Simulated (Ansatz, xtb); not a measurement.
Pulling on the C2–H3 bond in C2H6Sn (SMILES [CH3][Sn][CH3]) (multiplicity 1 held, fragments rigid). Energies count from the point at 1.094 Å.
Geometry at that point (charge 0, multiplicity 1):
```xyz
9

Sn     0.1105    -0.0564     0.4115
C      0.4889     1.5448    -1.0685
H     -0.4678     1.9378    -1.4244
H      1.0071     1.1195    -1.9327
H      1.0825     2.3634    -0.6637
C     -1.0545    -1.2560    -1.0381
H     -0.4261    -1.4813    -1.9044
H     -1.9010    -0.6630    -1.3961
H     -1.4257    -2.1881    -0.6143
```

R- and RO- levels are restricted; in cc, def2 and unpolarised 6-31G sets they are followed outwards from rest. Unrestricted levels (U-) break spin symmetry where that is lower. Active spaces are followed from a long bond inwards. Curves can end on different states.

Cores are frozen in the correlated methods. Filled d and f shells under p-block atoms count as core.

Programs: Ansatz (a first-principles code); xtb for the GFN methods. Each number belongs to the level named beside it. In def2 rows elements past Kr take small-core potentials, without spin–orbit coupling. The GFN methods have no spin term and hold the electronic entropy of 300 K.

Energies in kcal/mol.

```json
[
 {"R (Å)": "0.875", "GFN2-xTB": "27.2", "U-MP2/def2-SVP": "32.5", "R-CCSD(T)/def2-SVP": "32.8", "FIC-MRCISD+Q on CASSCF(2,2)/def2-SVP": "32.7"},
 {"R (Å)": "0.984", "GFN2-xTB": "4.9", "U-MP2/def2-SVP": "7.0", "R-CCSD(T)/def2-SVP": "7.1", "FIC-MRCISD+Q on CASSCF(2,2)/def2-SVP": "7.1"},
 {"R (Å)": "1.094", "GFN2-xTB": "0.0", "U-MP2/def2-SVP": "0.0", "R-CCSD(T)/def2-SVP": "0.0", "FIC-MRCISD+Q on CASSCF(2,2)/def2-SVP": "0.0"},
 {"R (Å)": "1.203", "GFN2-xTB": "3.6", "U-MP2/def2-SVP": "3.2", "R-CCSD(T)/def2-SVP": "3.0", "FIC-MRCISD+Q on CASSCF(2,2)/def2-SVP": "3.0"},
 {"R (Å)": "1.312", "GFN2-xTB": "11.3", "U-MP2/def2-SVP": "11.7", "R-CCSD(T)/def2-SVP": "11.1", "FIC-MRCISD+Q on CASSCF(2,2)/def2-SVP": "11.1"},
 {"R (Å)": "1.477", "GFN2-xTB": "25.4", "U-MP2/def2-SVP": "28.7", "R-CCSD(T)/def2-SVP": "27.2", "FIC-MRCISD+Q on CASSCF(2,2)/def2-SVP": "27.3"},
 {"R (Å)": "1.641", "GFN2-xTB": "40.1", "U-MP2/def2-SVP": "48.3", "R-CCSD(T)/def2-SVP": "44.0", "FIC-MRCISD+Q on CASSCF(2,2)/def2-SVP": "44.0"},
 {"R (Å)": "1.914", "GFN2-xTB": "62.3", "U-MP2/def2-SVP": "83.9", "R-CCSD(T)/def2-SVP": "68.0", "FIC-MRCISD+Q on CASSCF(2,2)/def2-SVP": "67.9"},
 {"R (Å)": "2.187", "GFN2-xTB": "80.0", "U-MP2/def2-SVP": "97.7", "R-CCSD(T)/def2-SVP": "84.8", "FIC-MRCISD+Q on CASSCF(2,2)/def2-SVP": "84.9"},
 {"R (Å)": "2.516", "GFN2-xTB": "95.6", "U-MP2/def2-SVP": "103.8", "R-CCSD(T)/def2-SVP": "95.8", "FIC-MRCISD+Q on CASSCF(2,2)/def2-SVP": "97.1"},
 {"R (Å)": "2.953", "GFN2-xTB": "108.8", "U-MP2/def2-SVP": "106.2", "R-CCSD(T)/def2-SVP": "98.3", "FIC-MRCISD+Q on CASSCF(2,2)/def2-SVP": "104.3"},
 {"R (Å)": "3.500", "GFN2-xTB": "117.3", "U-MP2/def2-SVP": "107.0", "R-CCSD(T)/def2-SVP": "91.7", "FIC-MRCISD+Q on CASSCF(2,2)/def2-SVP": "107.1"}
]
```

Doubts at one or more of the structures used: a spin-contaminated determinant (U-MP2/def2-SVP); a restricted determinant that unrestricted orbitals would lower (R-CCSD(T)/def2-SVP); other coupled-cluster roots lie near (R-CCSD(T)/def2-SVP); T1 above 0.05 (R-CCSD(T)/def2-SVP).
